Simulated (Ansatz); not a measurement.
This geometry of C₂H₆BClFSb (12 atoms, charge 0, multiplicity 1) is a first-order saddle point.

Level of theory: RKS B3LYP-D4/def2-SVP in Ansatz 0.2.0.

```xyz
12
Properties=species:S:1:pos:R:3
C -0.935 -0.720 0.989
B -0.022 -0.012 -0.062
C 1.525 -0.191 -0.200
Sb -1.011 1.401 -1.517
F -0.900 -0.236 -2.720
Cl -0.832 2.946 0.492
H -0.466 -1.598 1.461
H -1.943 -0.994 0.637
H -1.087 0.049 1.773
H 2.058 0.776 -0.178
H 1.722 -0.623 -1.200
H 1.969 -0.854 0.559
```

(1) Which two structures does it join? (They come from a converged band through this point; their orientation in space is the band's.)

(2) How far does it lie above each of them?

Answers

(1) No bond is made or broken. The height of Sb4 over the plane of its neighbours goes from 1.24 to -1.24 Å.

First end point:

```xyz
12
Properties=species:S:1:pos:R:3
C -0.892 -0.727 1.243
B -0.159 -0.208 -0.036
C 1.350 -0.392 -0.360
Sb -1.360 1.052 -1.551
F 0.217 1.358 -2.681
Cl -0.951 2.820 0.058
H -0.277 -1.386 1.877
H -1.853 -1.226 1.031
H -1.150 0.167 1.843
H 1.752 0.325 -1.090
H 1.413 -1.394 -0.838
H 1.987 -0.443 0.539
```

Last end point:

```xyz
12
Properties=species:S:1:pos:R:3
C -0.684 -0.381 1.507
B 0.038 0.126 0.216
C 1.245 -0.553 -0.488
Sb -0.792 2.010 -0.827
F 0.552 1.919 -2.254
Cl -2.354 0.401 -1.752
H -0.262 -1.310 1.924
H -1.747 -0.568 1.264
H -0.696 0.389 2.300
H 2.138 -0.178 0.058
H 1.383 -0.260 -1.539
H 1.255 -1.651 -0.376
```

(2) 29.2 kcal/mol above the first and 29.2 kcal/mol above the second. This is the barrier of this one path; another mechanism may lie lower.

Run time: 18 min on 2 threads of Arm Neoverse V1 (shared host), peak memory 0.44 GiB.
